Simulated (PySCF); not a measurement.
BeI⁻: one state, many levels of theory

State: ¹Σ⁺ (singlet), closed shell. Set-up: PySCF, scalar-relativistic core potentials, basis sets Be aug-cc-pVDZ, I aug-cc-pVDZ-PP with ECP28. De refers to Be + I⁻ in their ground configurations, without counterpoise correction. A positive dipole points towards I; it is taken about the centre of mass and depends on that origin.

```csv
Level,Re (Å),ωe (cm⁻¹),De (eV),μ (D),"CPU s a point (SCF and correlation, without the integrals)"
RHF,2.596,223,n/a,7.32,0.09
RHF-MP2,2.473,304,0.73,n/a,0.15
RHF-SCS-MP2,2.492,290,0.65,n/a,n/a
RHF-CCSD,2.521,274,0.58,n/a,n/a
RHF-CCSD(T),2.502,289,0.66,n/a,3.8
PBE,2.481,306,0.97,7.55,0.68
PBEsol,2.458,321,1.08,7.70,0.48
TPSS,2.505,295,0.89,7.59,1
r²SCAN,2.492,302,0.93,7.84,0.97
PBE0,2.485,302,0.88,7.60,1.3
B97-3,2.494,296,0.78,7.59,0.56
ωB97X,2.538,263,0.72,7.40,0.89
```

The bond length runs from 2.458 Å (PBEsol) to 2.596 Å (RHF). De spans 0.58 eV (RHF-CCSD, coupled cluster) to 1.08 eV (PBEsol, GGA).

Correlated steps freeze 4 core orbitals. Correlated levels converge slowly with the basis: in double zeta they bind strong bonds too weakly, by up to about 1 eV, and carry superposition errors of some tenths. Spin–orbit coupling is left out. For an ion De counts to the pair picked by the measured ionisation energies or electron affinities, which need not be the lowest pair at this level. The highest Kohn–Sham level is positive in this anion. Much of that is self-interaction error, but it also means that the finite basis helps to hold the extra electron.

The whole job (state search and all levels along the bond) took about 2.4 min on 1 thread of Arm Neoverse V1 (shared host), peak memory 0.73 GiB.
